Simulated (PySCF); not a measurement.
Ge(H)2(Cl)(Et) (C₂H₇ClGe), SMILES C[CH2][GeH2][Cl]. Heavy atoms are numbered as in [GeH2:1]([Cl:2])[CH2:3][CH3:4]. Hydrogens are named by the atom that carries them.

The structure is a stationary point at PBE0-D3(BJ)/def2-SVP. Other conformers were not sampled.

These are PBE/def2-TZVP (PySCF) values and carry that method's errors.

Atomic charges (e), one atom of each kind:

```tsv
atom	IAO	Löwdin	Mulliken
Ge1 (GeH2)	0.65	0.19	0.31
Cl2	-0.33	0.07	-0.32
C3 (CH2)	-0.50	-0.47	-0.28
C4 (CH3)	-0.42	-0.34	-0.36
H on Ge1	-0.08	-0.05	0.00
H on C3	0.15	0.14	0.12
H on C4	0.14	0.12	0.12
```
